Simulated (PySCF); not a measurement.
**Gas-phase XPS of BEt2Cl, computed**

BEt2Cl, C₄H₁₀BCl.
Bonds: B1–C2, B1–C9, B1–Cl16, C2–C3, C9–C10. Hydrogens: H4, H5 on C2; H6, H7, H8 on C3; H11, H12 on C9; H13, H14, H15 on C10.

Method: delta-SCF UKS SCAN, pcX-2 on the ionised atom, pcseg-1 elsewhere, spin-free X2C (PySCF). Each binding energy is the total energy of the core-ionised species, with the hole localised on one atom, minus that of the ground state; both are solved self-consistently, so orbital relaxation is included.

**Question.** What binding energy does each computed site have?

**Answer.** 
```
atom(s)                    environment     level  binding energy (eV)  2p1/2 (eV)  above the level's lowest (eV)  count
     B1     boron bonded to 2 C and Cl      B 1s               196.65           –                           0.00      1
  C2/C9  carbon bonded to B, C and 2 H      C 1s               290.31           –                           0.00      2
 C3/C10     carbon bonded to C and 3 H      C 1s               290.59           –                          +0.28      2
   Cl16           chlorine bonded to B  Cl 2p3/2               205.81      207.46                           0.00      1
   Cl16           chlorine bonded to B     Cl 1s              2828.41           –                           0.00      1
```

Lowest listed C 1s: C2/C9, bonded to C, 2 H and B. Highest, 0.28 eV above it: C3/C10, bonded to C and 3 H.

**Question.** Which photon wavelength matches the C 1s of C2/C9 threshold?

**Answer.** λ = hc/E = 12398.42 eV Å / 290.31 eV = 42.708 Å.

**Question.** Give the binding energy of C 1s of C2/C9 in hartree and in kJ/mol.

**Answer.** 290.31 eV = 10.6687 Eh = 28011 kJ/mol.

Topologically equivalent atoms share the value of their first member; where this conformer doesn't relate them by symmetry, their own values could differ. 2p3/2 and 2p1/2 are the ΔSCF energy of one spin-free 2p hole plus the eigenvalues of a spin–orbit and ligand-field matrix of the shell. 2p1/2 minus 2p3/2 (ligand field included): Cl 1.65 eV. One conformer (not necessarily the lowest) at the PBE0-D3(BJ)/def2-SVP geometry, without solvent, vibrations or thermal averaging.
